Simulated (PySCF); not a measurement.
**Which element holds Cl most strongly?**

CCSD(T) in PySCF with def2-TZVPPD on every atom (core potentials on Zr, Mo, In, Hf), for the lowest determinant that a PBE0 search found; no spin–orbit coupling. D0 is De less the harmonic zero-point energy.

```csv
M,state (unpaired electrons),Re (Å),ωe (cm⁻¹),D0(MCl) (eV)
In,singlet (closed shell),2.414,317,4.49
Mo,"sextet (σ ↑, π ↑↑, δ ↑↑)",2.298,378,3.65
C,doublet (π ↑),1.656,869,3.96
Zr,"quartet (σ ↑, δ ↑↑)",2.348,387,4.40
Ga,singlet (closed shell),2.216,371,4.75
B,singlet (closed shell),1.726,836,5.11
Hf,doublet (δ ↑),2.324,376,5.02
```

Q: Order the elements by D0 and give the energy of InCl + Mo → MoCl + In.

A: B > Hf > Ga > In > Zr > C > Mo; ΔE = 4.49 − 3.65 = +0.84 eV at CCSD(T)/def2-TZVPPD. Close neighbours can swap at other levels.

Correlated steps freeze the inner cores (5 to 14 orbitals); shallow outer-core shells are correlated. UHF and ROHF references stand side by side, which adds small steps between rows. These are scalar-relativistic numbers at best; spin–orbit coupling would shift them, the dissociation energy most. Where the molecule has an RHF reference, its open-shell atoms are computed with UHF. States were picked by a PBE0 search and need not be the measured ground states. With d or f electrons several states lie close, and the lowest PBE0 determinant need not be the measured ground state.
